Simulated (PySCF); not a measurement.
H₆N₃OTa, multiplicity 1. Atoms are numbered in the order given.

```xyz
11

Ta     0.0000     0.0000    -0.0395
O      0.0000     0.0000    -1.7747
N     -1.2606     1.4247     0.5964
H     -1.6937     1.4697     1.5173
H     -1.6721     2.1418     0.0018
N      1.8642     0.3793     0.5964
H      2.6909     0.3772     0.0018
H      2.1197     0.7320     1.5173
N     -0.6036    -1.8041     0.5964
H     -1.0188    -2.5190     0.0018
H     -0.4259    -2.2017     1.5173
```
Charge 0, spin multiplicity 1.

The structure is a stationary point at B3LYP-D3(BJ)/def2-SVP. The spin state was assumed, not searched. The structure was generated by enumeration; whether it is a known compound was not checked. The def2 effective core potentials stand for the cores of Ta; spin–orbit coupling is left out. The values are those of a single conformer.

These are PySCF with PBE/def2-TZVP values and carry that method's errors.

ESP charges are fitted to the potential on shells at 1.4 to 2.0 van der Waals radii. Atomic charges (e):

```tsv
atom	Mulliken	ESP fit	Löwdin
Ta1	1.16	2.00	0.58
O2	-0.48	-0.66	-0.29
N3	-0.71	-1.37	-0.40
H4	0.23	0.47	0.15
H5	0.25	0.45	0.15
N6	-0.71	-1.36	-0.40
H7	0.25	0.44	0.15
H8	0.23	0.47	0.15
N9	-0.71	-1.34	-0.40
H10	0.25	0.44	0.15
H11	0.23	0.46	0.15
```
